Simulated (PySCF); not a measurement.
## Shapes and spin states of Ni(OH)2

Computed with B3LYP/[Ni def2-SVP, O def2-SVP, H def2-SVP], no relativity, density fitting, PySCF.

Relaxations began from a few typed shapes and spin states; open shells are unrestricted. The search is not exhaustive: other isomers or separated fragments can lie lower, and high-lying points may rest on an excited occupation.

Problem. Which is the lowest minimum found?
A. broken-symmetry Ms = 0 (⟨S²⟩ 0.98) C2h: Ni–O 1.721 Å (×2), O–H 0.963 Å (×2); H–O–Ni 131.0° (×2), O–Ni–O 180.0°
B. singlet (closed shell, unstable to spin polarisation) C2: Ni–O 1.710 Å (×2), O–H 0.971 Å (×2); H–O–Ni 113.3° (×2), O–Ni–O 131.7°
C. singlet (closed shell, unstable to spin polarisation) C2h: Ni–O 1.712 Å (×2), O–H 0.970 Å (×2); H–O–Ni 117.9° (×2), O–Ni–O 180.0°
D. triplet C2h: Ni–O 1.721 Å (×2), O–H 0.962 Å (×2); H–O–Ni 135.0° (×2), O–Ni–O 180.0°

Solution. D. The others lie at 43.4 (broken-symmetry Ms = 0 C2h), 105.8 (singlet C2), 119.3 (singlet C2h, a saddle point) kJ/mol above it.

For the lowest minimum: other spin states or occupations of the open shell can lie lower.

The electron or spin density has lower symmetry than the nuclear frame for the broken-symmetry Ms = 0 (⟨S²⟩ 0.98) C2h at 43.4 kJ/mol.
